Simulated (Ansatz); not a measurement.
CH5FOSn, SMILES `FC[O][SnH3]`, relaxed with RKS PBE-D4/def2-SVP in Ansatz 0.2.0 from a rough embedded geometry. The force threshold is 0.03 eV/Å; the program also tests the step.

The species carries charge 0 and has multiplicity 1. Sn: def2 effective core potential.

Start:

```xyz
9

F    -1.173   -1.284    1.999
C    -0.627   -0.407    1.187
O    -0.165   -1.090    0.069
Sn    0.619    0.288   -1.244
H    -1.389    0.335    0.914
H     0.206    0.075    1.708
H    -0.592    1.485   -1.618
H     1.949    1.068   -0.391
H     1.172   -0.470   -2.624
```

By how much does the energy fall, and how many steps does the optimiser take? (Best estimate.)

The calculation gave: 5.17 kcal/mol, in 5 steps.

Which bonds change most? (An estimate is asked.)

Computed: F1–C2 from 1.314 to 1.376 Å; Sn4–H9 from 1.669 to 1.716 Å; O3–Sn4 from 2.059 to 2.025 Å; Sn4–H8 from 1.762 to 1.730 Å.

Give the relaxed structure. (Estimate.)

Computed: 
```xyz
9

F    -1.201   -1.487    1.901
C    -0.648   -0.417    1.235
O    -0.118   -0.878    0.047
Sn    0.686    0.395   -1.307
H    -1.466    0.338    1.080
H     0.133    0.028    1.909
H    -0.543    1.533   -1.738
H     2.039    1.167   -0.555
H     1.119   -0.679   -2.573
```
